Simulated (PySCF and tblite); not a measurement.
Results of a calculation; reference values are marked as such.
Stationary points of C₄H₈B₂SSi at GFN2-xTB, in Å:

Structure A

```
 1 B     1.959   -0.488    0.862
 2 S     1.990   -1.347   -0.730
 3 B     0.327   -0.953   -1.180
 4 C    -0.604   -0.216   -0.180
 5 Si   -1.731   -1.328    0.858
 6 C    -0.682    1.117   -0.028
 7 C     0.092    2.022   -0.780
 8 C     0.763    2.790   -1.417
 9 H     2.204    0.652    0.893
10 H     1.788   -1.111    1.835
11 H    -0.049   -1.368   -2.207
12 H    -2.480   -0.466    1.776
13 H    -2.640   -2.049   -0.036
14 H    -0.929   -2.293    1.615
15 H    -1.354    1.574    0.692
16 H     1.345    3.462   -1.974
```

Structure B

```
 1 B     2.309   -0.508    0.782
 2 S     2.001   -1.236   -0.799
 3 B     0.277   -0.915   -1.214
 4 C    -0.707   -0.204   -0.273
 5 Si   -1.782   -1.366    0.770
 6 C    -0.850    1.124   -0.129
 7 C    -0.081    2.056   -0.853
 8 C     0.590    2.848   -1.460
 9 H     3.395   -0.600    1.200
10 H     1.461    0.026    1.380
11 H    -0.076   -1.361   -2.237
12 H    -2.653   -0.529    1.598
13 H    -2.570   -2.225   -0.115
14 H    -0.919   -2.196    1.618
15 H    -1.573    1.554    0.556
16 H     1.169    3.542   -1.992
```

Geometries: GFN2-xTB; energies: PBE0/pcSseg-1 + D3(BJ); zero-point and thermal terms from GFN2-xTB harmonic modes (soft modes blended into free rotors).

Q: Which structure is a saddle point, and along which motion?

A: A: one imaginary mode (227i cm⁻¹ at GFN2-xTB, mostly on H10, H9, B1), along the rotation about the B1–S2 bond (torsion H–B1–S2–B3 from -179° to -1°, rising).

Q: Give their symmetry and energies above the lowest.

A: A C1, 7.9 kcal/mol; B C1, 0.0 kcal/mol.
